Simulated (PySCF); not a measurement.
Ionising ZrCl

r²SCAN; basis Zr def2-TZVPPD with ECP28, Cl def2-TZVPPD; scalar-relativistic core potentials; PySCF 2.14. Neutral (UKS): quartet (σ ↑, δ ↑↑), Re = 2.330 Å, ωe = 389 cm⁻¹, HOMO -3.45 eV, LUMO -2.72 eV.

ZrCl⁺ (UKS): triplet (σ ↑, δ ↑), Re = 2.235 Å, ωe = 465 cm⁻¹. The energies at the minima are -507.21697 hartree for ZrCl and -506.97952 for ZrCl⁺.

Work out the adiabatic ionisation energy, without and with harmonic zero-point energies (1 hartree = 27.2114 eV, 1 eV = 8065.5 cm⁻¹), and the change of the bond length.

At r²SCAN: 0.23745 hartree = 6.461 eV between the minima; the zero-point term (465.0 − 389.0)/2 cm⁻¹ = +0.005 eV makes it 6.466 eV. Re changes by -9.5 pm against the neutral. The electron leaves a δ orbital; in so polar a molecule the change of length follows mostly from the change of the ionic charges.

De is left out where the level can put another filling of the metal’s s and d shells below the measured ground configuration, by anything from nothing to about 1 eV. These are scalar-relativistic numbers at best; spin–orbit coupling would shift them, the dissociation energy most. With d or f electrons several states lie close, and the lowest PBE0 determinant need not be the measured ground state.
